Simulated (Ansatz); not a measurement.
The first iterations of a band of Cl$_{3}$HSn (5 atoms, charge 0, multiplicity 1).

Method: Ansatz 0.2.0, RKS CAM-B3LYP/def2-SVP.

- movable images: 5
- climbing image: yes
- spring: 5.0 eV/Å²
- optimiser: quadratic models (default)
- start path: through a guess of the saddle point
- force threshold: 0.05 eV/Å
- iteration limit: 60
- end points: relaxed

Initial state:

```xyz
5
Properties=species:S:1:pos:R:3
Sn 0.208 0.000 0.331
H -0.038 0.000 2.007
Cl 2.474 0.000 -0.190
Cl -0.741 1.877 -0.663
Cl -0.741 -1.877 -0.663
```

Final state:

```xyz
5
Properties=species:S:1:pos:R:3
Sn -1.124 0.054 0.243
H 1.910 -0.114 2.202
Cl 1.985 0.068 0.928
Cl -0.755 1.814 -1.334
Cl -0.856 -1.822 -1.217
```

| iteration | highest image above the first end (eV) | largest band force component (eV/Å) |
| --- | --- | --- |
| 1 | 2.653 | 3.006 |
| 2 | 2.300 | 2.048 |

Q: Does the band converge within its limit, and where does its top end?

A: It converged. It ended after 7 iterations with the highest image 1.910 eV above the first end. Neighbouring images differ by up to 1.3 eV, so the band resolves the path poorly. A vibrational analysis at the climbing image gives one clearly imaginary mode, 1165i cm⁻¹: a first-order saddle point. The orbitals stay closed-shell, which can raise the energy where a bond breaks towards radicals; this wasn't checked here.

Run time: 100 s on 2 threads of Arm Neoverse V1, with other jobs on the host, peak memory 0.24 GiB.
